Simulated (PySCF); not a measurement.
Compound: C3H6Si (triplet state).
Bonds: C1–C2 (double), C2–Si3, Si3–C4. Hydrogens: H5, H6 on C1; H7 on C2; H8, H9, H10 on C4.

A GFN2-xTB structure was refined with PySCF, PBE0-D3(BJ)/def2-SVP geometry optimisation, gas phase. Its GFN2-xTB values:

```json
{"coordinate": "C1=C2", "GFN2-xTB": "1.350 Å"}
{"coordinate": "C1–H5", "GFN2-xTB": "1.077 Å"}
{"coordinate": "C1–H6", "GFN2-xTB": "1.076 Å"}
{"coordinate": "C2–Si3", "GFN2-xTB": "1.838 Å"}
{"coordinate": "C2–H7", "GFN2-xTB": "1.082 Å"}
{"coordinate": "Si3–C4", "GFN2-xTB": "1.913 Å"}
{"coordinate": "C4–H8", "GFN2-xTB": "1.086 Å"}
{"coordinate": "C1–C2–Si3", "GFN2-xTB": "124.0°"}
{"coordinate": "C1–C2–H7", "GFN2-xTB": "118.7°"}
{"coordinate": "C2–C1–H5", "GFN2-xTB": "121.5°"}
{"coordinate": "C2–Si3–C4", "GFN2-xTB": "122.2°"}
{"coordinate": "Si3–C2–H7", "GFN2-xTB": "117.3°"}
{"coordinate": "Si3–C4–H8", "GFN2-xTB": "111.4°"}
{"coordinate": "Si3–C4–H9", "GFN2-xTB": "110.2°"}
{"coordinate": "H9–C4–H10", "GFN2-xTB": "108.1°"}
```

Problem. How do these coordinates change at the PBE0-D3(BJ)/def2-SVP level?

Solution. 
```csv
coordinate,PBE0-D3(BJ)/def2-SVP (Å or °),change
Si3–C4,1.890,-0.023
C1–H6,1.095,+0.019
C1–H5,1.095,+0.018
C2–H7,1.097,+0.015
C4–H8,1.100,+0.014
C2–Si3,1.829,-0.009
C1=C2,1.355,+0.005
C2–Si3–C4,119.0,-3.2
H9–C4–H10,109.0,+0.9
Si3–C4–H8,110.6,-0.8
C1–C2–Si3,124.8,+0.8
C1–C2–H7,118.2,-0.5
Si3–C2–H7,117.0,-0.3
Si3–C4–H9,109.9,-0.3
C2–C1–H5,121.2,-0.3
```

The energy falls by 4.0 kJ/mol over 5 energy and gradient evaluations, the largest force component goes from 0.0129 to 2.6e-04 Eh/bohr, and the atoms move by 0.047 Å rms after alignment. The bond that changes most is Si3–C4 (ends: silicon bonded to 2 C; carbon bonded to Si and 3 H), which shortens by 0.023 Å. Bonds longer at the end by more than 0.005 Å: 7 of 9; shorter: 2. Rotational constants go from 12316, 3702, 2897 to 11942, 3833, 2957 MHz.

The run used 90 basis functions and 38 SCF cycles in all.

PBE0-D3(BJ)/def2-SVP frequencies: not computed here. ⟨S²⟩ = 2.022 (exact for a triplet: 2.00). This triplet need not be the ground state; the singlet was not compared here.

Shape of the structure used: `[CH2:1]=[CH:2][Si:3][CH3:4]`: C1–C2–Si3–C4 0°.

One conformer stands for the species.
